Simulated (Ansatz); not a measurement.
Basis-set extrapolation for CH4ClF2NSi, SMILES `CN[Si](F)(F)Cl` (PBE0-D4/def2-TZVP geometry, frozen core, Ansatz). Multiplicity 1, RHF reference.

|  | def2-TZVPP | def2-QZVPP |
| --- | --- | --- |
| HF | -1042.347436 | -1042.384311 |
| MP2 correlation | -1.181348 | -1.286239 |
| CCSD(T) correlation | -1.259578 | not run |

Energies in hartree. Use E(X) = E(∞) + A·exp(−7.88·√X) for Hartree–Fock and E(X) = E(∞) + B·X^(−2.97) for correlation, with X = 3 and 4, and add CCSD(T) minus MP2 of the smaller set to the MP2 limit.

**Question.** What is the CCSD(T) energy at the basis-set limit?

**Answer.** HF limit: -1042.384311 + (-0.036875) × 0.13774 = -1042.38939. MP2 limit: -1.286239 + (-0.104891) × 0.74074 = -1.36394. Higher-order term: -1.259578 − (-1.181348) = -0.07823. Total: -1043.83156 hartree, 6.11 eV below CCSD(T)/def2-TZVPP.
